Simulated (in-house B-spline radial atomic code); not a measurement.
Results of a calculation; reference values are marked as such.
**Softness against transferability: the 4s channel of Sc**

Sc, [Ar] 3d1 4s2, non-relativistic LDA (VWN5), spherical and spin-unpolarised, from an all-electron radial atomic-structure program (B-spline basis) (atomic units). The all-electron 4s level is ε = -0.156479 hartree, its outermost node lies just inside 1.36 bohr and its outer maximum at 3.09 bohr.

Troullier-Martins pseudo-orbitals are made for several radii. The cutoffs (hartree) are the plane-wave energies beyond which the orbital holds less than the named kinetic energy per electron. The phase error is the difference, pseudo minus all-electron, of arctan(R P'/P) at R = 3.9 bohr for all radii, half a hartree below and above the level.

| r_c (bohr) | V_l(0) (hartree) | cutoff for 10 mEh | for 1 mEh | for 0.1 mEh | phase error at ε − 0.5 (mrad) | at ε + 0.5 (mrad) |
| --- | --- | --- | --- | --- | --- | --- |
| 2.32 | -0.94 | 1.48 | 6.2 | 13.9 | -1.1 | -31.2 |
| 2.69 | 0.77 | 1.28 | 2.6 | 6.34 | -0.8 | -14.1 |
| 3.09 | 0.80 | 1.28 | 2.42 | 6.2 | -0.8 | -14.5 |
| 3.49 | 0.44 | 1.16 | 2.16 | 5.38 | -1.4 | -26.9 |
| 3.6 | 0.35 | 1.1 | 2.08 | 5.12 | -1.7 | -33.0 |

Question: Which radius needs the lowest cutoff for 0.1 mEh while both phase errors stay within 27.0 mrad?

Answer: The radii within that limit are 2.69, 3.09, 3.49 bohr; of these r_c = 3.49 needs the least, 5.38 hartree, that is 10.8 Ry or 146 eV.

Question: What does the larger radius buy, and what does it cost?

Answer: From r_c = 2.32 to 3.6 bohr the cutoff for 1 mEh goes from 6.2 to 2.08 hartree, a factor of 2.98, against 2.41 for a pure 1/r_c² scaling, end to end; step by step it is 6.2, 2.6, 2.42, 2.16, 2.08, and for 0.1 mEh 13.9, 6.34, 6.2, 5.38, 5.12; the number of plane waves goes as the cutoff to the power 3/2, here a factor of 5.1. The larger of the two phase errors is least at r_c = 2.69 bohr, 14.1 mrad; it is 31.2 at the smallest radius and 33.0 at the largest. These errors test the reference atom alone. The smallest radius lies well inside the outer maximum, where the nodeless form must bend sharply to keep the norm, so it is both harder and scatters less well than the next. Large radii also let the cores of neighbours overlap, which an atom doesn't show.
